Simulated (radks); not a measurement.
Task: Re3+, 72 electrons, occupied as [Xe] 4f14 5d3.5 6s0.5 (fractional occupations, a model configuration). Method: scalar-relativistic Kohn-Sham, PBEsol, spin-polarised, spherical densities, finite nucleus; open shells are filled with parallel spins first (spin-orbit coupling, left out, can overturn this in heavy ions); Fermi nuclear charge, rms radius 5.3698 fm; computed with a radial shooting solver on a logarithmic mesh with Libxc functionals. Some entries of the table are withheld. Estimate them.

| orbital | occ. | eigenvalue (hartree) | <r> (bohr) |
|---|---|---|---|
| 1s up | 1 | -2632.797 | 0.01804 |
| 1s down | 1 | -2632.797 | 0.01804 |
| 2s up | 1 | -457.4909 | 0.07624 |
| 2s down | 1 | -457.4832 | 0.07624 |
| 2p up | 3 | -399.5540 | 0.06835 |
| 2p down | 3 | -399.5477 | 0.06835 |
| 3s up | 1 | -106.8059 | 0.1975 |
| 3s down | 1 | -106.8030 | 0.1975 |
| 3p up | 3 | -89.71455 | 0.1979 |
| 3p down | 3 | -89.71137 | 0.1979 |
| 3d up | 5 | -70.29952 | 0.1793 |
| 3d down | 5 | -70.29410 | 0.1793 |
| 4s up | 1 | -23.20006 | 0.4407 |
| 4s down | 1 | -23.19273 | 0.4407 |
| 4p up | 3 | -17.59106 | 0.4687 |
| 4p down | 3 | -17.58399 | 0.4687 |
| 4d up | 5 | -10.54646 | 0.5002 |
| 4d down | 5 | -10.53796 | 0.5000 |
| 5s up | 1 | -4.31795 | 1.034 |
| 5s down | 1 | -4.25089 | 1.027 |
| 5p up | 3 | -2.90894 | (1) |
| 5p down | 3 | -2.82083 | (2) |
| 4f up | 7 | -2.72720 | 0.5811 |
| 4f down | 7 | -2.71119 | 0.5773 |
| 5d up | 3.5 | -1.30753 | (3) |
| 5d down | 0 | -1.19212 | (4) |
| 6s up | 0.5 | -1.14234 | (5) |
| 6s down | 0 | -1.03682 | (6) |

Result: 
(1) 5p up <r> (bohr): 1.197
(2) 5p down <r> (bohr): 1.186
(3) 5d up <r> (bohr): 1.654
(4) 5d down <r> (bohr): 1.650
(5) 6s up <r> (bohr): 2.468
(6) 6s down <r> (bohr): 2.508
